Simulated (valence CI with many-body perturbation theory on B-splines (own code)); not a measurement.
E1 transitions of La LIII

Computed by configuration interaction combined with many-body perturbation theory (CI+MBPT): three valence electrons over a frozen Dirac-Fock core [He], radial functions for each j: 11 s, 11 p, 9 d, 7 f, 5 g, 2 h, 1 i, with the one-electron correlation potential Σ1, the two-electron term Σ2, the three-electron term Σ3, Breit, model QED; selected CI, second order for the rest (own B-spline code, finite nucleus).

No measured spectrum was set against this ion. As an estimate, large intervals hold to a few tenths of a per cent, small ones and those within an open d or f shell to about a per cent.

Lines 1 to 50 of 283 in falling wavelength, among levels below 6927.6 eV, chosen from the strongest by gf and those to the six lowest levels. Wavelengths and rates use the calculated energies. Electric multipoles are in the length gauge, E1 and E2 with the static RPA response of the core. Weak lines are less certain than strong ones. Lines between different terms over intervals too small for the method are left out, as are lines whose strength nearly cancels. The highest levels of a list are the least certain.

Levels are named by their leading jj configuration (3d3/2^4 stands for four electrons in 3d with j = 3/2), which in mixed levels can hold well under half, so a name can repeat and another be missing. Letters in brackets count levels of one name in rising energy.

| λ vac (Å) | Upper | Lower | A (s⁻¹) | log gf | Branch % |
| --- | --- | --- | --- | --- | --- |
| 159.8 | (2s 2p3/2 3d5/2) J=9/2 | (2s 2p3/2 3p3/2) J=7/2 | 6.68e+09 | -0.59 | 30.8 |
| 159.0 | (2s 2p3/2 3d5/2) J=7/2 [b] | (2s 2p3/2 3p3/2) J=5/2 [b] | 5.20e+09 | -0.80 | 0.0 |
| 158.3 | (2p1/2 2p3/2 3d5/2) J=9/2 | (2p1/2 2p3/2 3p3/2) J=7/2 | 7.90e+09 | -0.53 | 0.3 |
| 156.6 | (2p1/2 2p3/2 3d5/2) J=7/2 [a] | (2p1/2 2p3/2 3p3/2) J=5/2 [a] | 7.38e+09 | -0.66 | 0.0 |
| 156.1 | (2s 2p1/2 3d5/2) J=7/2 | (2s 2p1/2 3p3/2) J=5/2 | 7.41e+09 | -0.66 | 0.0 |
| 155.6 | (2p1/2 2p3/2 3d5/2) J=7/2 [b] | (2p1/2 2p3/2 3p3/2) J=5/2 [b] | 6.81e+09 | -0.70 | 0.0 |
| 153.5 | (2s^2 3d5/2) J=5/2 | (2s^2 3p3/2) J=3/2 | 6.15e+09 | -0.89 | 0.0 |
| 153.2 | (2p1/2^2 3d5/2) J=5/2 | (2p1/2^2 3p3/2) J=3/2 | 8.60e+09 | -0.74 | 0.0 |
| 150.3 | (2s 2p1/2 3d5/2) J=5/2 [a] | (2s 2p1/2 3p3/2) J=3/2 [a] | 7.55e+09 | -0.81 | 0.0 |
| 144.0 | (2p1/2 2p3/2 3d5/2) J=5/2 [a] | (2p1/2 2p3/2 3p3/2) J=3/2 [a] | 6.72e+09 | -0.90 | 0.0 |
| 142.1 | (2s 2p1/2 3d5/2) J=5/2 [b] | (2s 2p1/2 3p3/2) J=3/2 [b] | 8.28e+09 | -0.82 | 0.0 |
| 130.7 | (2s 2p3/2 3d5/2) J=7/2 [a] | (2s 2p3/2 3p3/2) J=5/2 [a] | 5.87e+09 | -0.92 | 0.0 |
| 100.2 | (2s 2p1/2 2p3/2) J=3/2 [a] | (2s^2 2p3/2) J=3/2 | 4.59e+08 | -2.56 | 6.9 |
| 93.39 | (2p1/2 2p3/2 3p3/2) J=7/2 | (2s 2p3/2 3p3/2) J=5/2 [b] | 1.76e+10 | -0.73 | 0.0 |
| 78.89 | (2s 2p1/2 2p3/2) J=5/2 | (2s^2 2p3/2) J=3/2 | 4.69e+09 | -1.58 | 100.0 |
| 77.81 | (2p1/2 2p3/2 3d3/2) J=5/2 [b] | (2p1/2 2p3/2 3p1/2) J=3/2 [b] | 2.68e+10 | -0.84 | 0.0 |
| 75.47 | (2p1/2^2 3d3/2) J=3/2 | (2p1/2^2 3p1/2) J=1/2 | 4.85e+10 | -0.78 | 0.0 |
| 74.17 | (2p1/2 2p3/2 3p3/2) J=3/2 [a] | (2p1/2 2p3/2 3s) J=3/2 [b] | 3.90e+10 | -0.89 | 0.0 |
| 73.87 | (2p1/2 2p3/2 3d3/2) J=5/2 [a] | (2p1/2 2p3/2 3p1/2) J=3/2 [a] | 3.58e+10 | -0.76 | 0.1 |
| 72.55 | (2p1/2^2 3p3/2) J=3/2 | (2p1/2^2 3s) J=1/2 | 8.52e+10 | -0.57 | 0.1 |
| 71.59 | (2p1/2 2p3/2 3p3/2) J=7/2 | (2p1/2 2p3/2 3s) J=5/2 | 5.39e+10 | -0.48 | 0.0 |
| 70.53 | (2p1/2 2p3/2 3d3/2) J=7/2 | (2p1/2 2p3/2 3p1/2) J=5/2 | 5.59e+10 | -0.48 | 1.6 |
| 70.43 | (2s 2p3/2 3d3/2) J=7/2 | (2s 2p3/2 3p1/2) J=5/2 | 5.74e+10 | -0.47 | 0.0 |
| 70.31 | (2p1/2 2p3/2 3p3/2) J=5/2 [a] | (2p1/2 2p3/2 3s) J=3/2 [a] | 6.80e+10 | -0.52 | 0.0 |
| 69.84 | (2s 2p1/2^2) J=1/2 | (2s^2 2p1/2) J=1/2 | 1.13e+10 | -1.78 | 100.0 |
| 69.70 | (2s 2p1/2 3d3/2) J=3/2 [a] | (2s 2p1/2 3p1/2) J=1/2 [a] | 6.32e+10 | -0.73 | 0.0 |
| 69.50 | (2s 2p3/2 3d3/2) J=5/2 [b] | (2s 2p3/2 3p1/2) J=3/2 [b] | 7.28e+10 | -0.50 | 0.0 |
| 69.08 | (2s 2p1/2 3d3/2) J=5/2 | (2s 2p1/2 3p1/2) J=3/2 | 5.80e+10 | -0.60 | 0.1 |
| 69.00 | (2s 2p1/2 3p3/2) J=3/2 [b] | (2s 2p1/2 3s) J=1/2 [b] | 5.71e+10 | -0.79 | 0.0 |
| 68.59 | (2s^2 3d3/2) J=3/2 | (2s^2 3p1/2) J=1/2 | 6.99e+10 | -0.71 | 0.0 |
| 67.17 | (2p1/2 2p3/2 3p3/2) J=3/2 [b] | (2p1/2 2p3/2 3s) J=3/2 [b] | 4.57e+10 | -0.91 | 0.0 |
| 66.84 | (2s 2p3/2 3p3/2) J=5/2 [b] | (2s 2p3/2 3s) J=3/2 [b] | 1.17e+11 | -0.33 | 0.1 |
| 66.58 | (2s 2p3/2 3p3/2) J=7/2 | (2s 2p3/2 3s) J=5/2 | 1.16e+11 | -0.21 | 15.2 |
| 66.06 | (2s 2p3/2 3d3/2) J=1/2 [a] | (2s 2p3/2 3p1/2) J=3/2 [a] | 8.86e+10 | -0.94 | 0.1 |
| 65.87 | (2p1/2 2p3/2 3d3/2) J=5/2 [b] | (2p1/2 2p3/2 3p1/2) J=5/2 | 3.17e+10 | -0.91 | 0.0 |
| 65.79 | (2p1/2 2p3/2 3p1/2) J=3/2 [a] | (2s 2p3/2 3p1/2) J=3/2 [a] | 4.66e+10 | -0.92 | 0.0 |
| 65.54 | (2p1/2^2 2p3/2) J=3/2 | (2s 2p1/2 2p3/2) J=1/2 | 9.10e+09 | -1.63 | 1.0 |
| 64.15 | (2p1/2 2p3/2 3p3/2) J=5/2 [b] | (2p1/2 2p3/2 3s) J=5/2 | 6.54e+10 | -0.62 | 0.0 |
| 63.91 | (2p1/2 2p3/2 3p3/2) J=5/2 [b] | (2p1/2 2p3/2 3s) J=3/2 [b] | 5.97e+10 | -0.66 | 0.0 |
| 63.90 | (2p1/2 2p3/2 3p3/2) J=5/2 [a] | (2s 2p3/2 3p3/2) J=3/2 [a] | 3.76e+10 | -0.86 | 0.0 |
| 63.68 | (2s 2p1/2 3p3/2) J=3/2 [a] | (2s 2p1/2 3s) J=1/2 [a] | 1.24e+11 | -0.52 | 0.2 |
| 62.72 | (2s^2 3p3/2) J=3/2 | (2s^2 3s) J=1/2 | 1.40e+11 | -0.48 | 1.4 |
| 62.66 | (2s 2p3/2 3p3/2) J=3/2 [b] | (2s 2p3/2 3s) J=3/2 [b] | 5.91e+10 | -0.86 | 0.1 |
| 62.56 | (2p1/2 2p3/2 3p3/2) J=7/2 | (2s 2p3/2 3p3/2) J=5/2 [a] | 3.05e+10 | -0.84 | 0.0 |
| 62.07 | (2s 2p1/2 3p3/2) J=5/2 | (2s 2p1/2 3s) J=3/2 | 1.17e+11 | -0.39 | 1.0 |
| 61.43 | (2s 2p3/2 3p3/2) J=3/2 [b] | (2s 2p3/2 3s) J=1/2 | 9.16e+10 | -0.68 | 0.1 |
| 61.23 | (2p1/2 2p3/2 3s) J=5/2 | (2s 2p3/2 3s) J=3/2 [a] | 4.37e+10 | -0.83 | 0.1 |
| 61.20 | (2s 2p1/2 3p3/2) J=3/2 [b] | (2s 2p1/2 3s) J=3/2 | 7.31e+10 | -0.78 | 0.0 |
| 60.83 | (2s 2p3/2 3p3/2) J=1/2 [b] | (2s 2p3/2 3s) J=1/2 | 1.22e+11 | -0.87 | 2.4 |
| 60.34 | (2s 2p3/2 3p3/2) J=1/2 [a] | (2s 2p3/2 3s) J=3/2 [a] | 1.23e+11 | -0.87 | 0.1 |
